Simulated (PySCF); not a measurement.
C₅H₉N, SMILES C(=C)(C)/N=C/C. Heavy atoms are numbered as in [CH2:1]=[C:2]([CH3:3])/[N:4]=[CH:5]/[CH3:6]. Hydrogens are named by the atom that carries them.

Geometry: B3LYP-D3(BJ)/def2-SVP. The structure was generated by enumeration; whether it is a known compound was not checked. One conformer was computed; it need not be the lowest.

Computed with PBE/pcSseg-1 run with PySCF.

GIAO shieldings, no solvent; atoms alike by connectivity are averaged. δ = σ(ref) − σ: ¹³C against TMS (σ = 182.0 ppm); ¹⁵N against NH3 (σ = 267.0 ppm); ¹H against TMS (σ = 31.49 ppm), references at their B3LYP-D3(BJ)/def2-TZVP geometries, non-relativistic.

Computed chemical shifts:
```json
[
 {"nucleus": "¹³C", "atoms": "C2", "count": "1", "δ (ppm)": "168.5"},
 {"nucleus": "¹³C", "atoms": "C5 (CH)", "count": "1", "δ (ppm)": "159.6"},
 {"nucleus": "¹³C", "atoms": "C1 (CH2)", "count": "1", "δ (ppm)": "97.1"},
 {"nucleus": "¹³C", "atoms": "C6 (CH3)", "count": "1", "δ (ppm)": "28.8"},
 {"nucleus": "¹³C", "atoms": "C3 (CH3)", "count": "1", "δ (ppm)": "27.0"},
 {"nucleus": "¹⁵N", "atoms": "N4", "count": "1", "δ (ppm)": "393.3"},
 {"nucleus": "¹H", "atoms": "H on C5", "count": "1", "δ (ppm)": "7.85"},
 {"nucleus": "¹H", "atoms": "H on C1", "count": "2", "δ (ppm)": "4.37"},
 {"nucleus": "¹H", "atoms": "H on C6", "count": "3", "δ (ppm)": "2.29"},
 {"nucleus": "¹H", "atoms": "H on C3", "count": "3", "δ (ppm)": "2.21"}
]
```
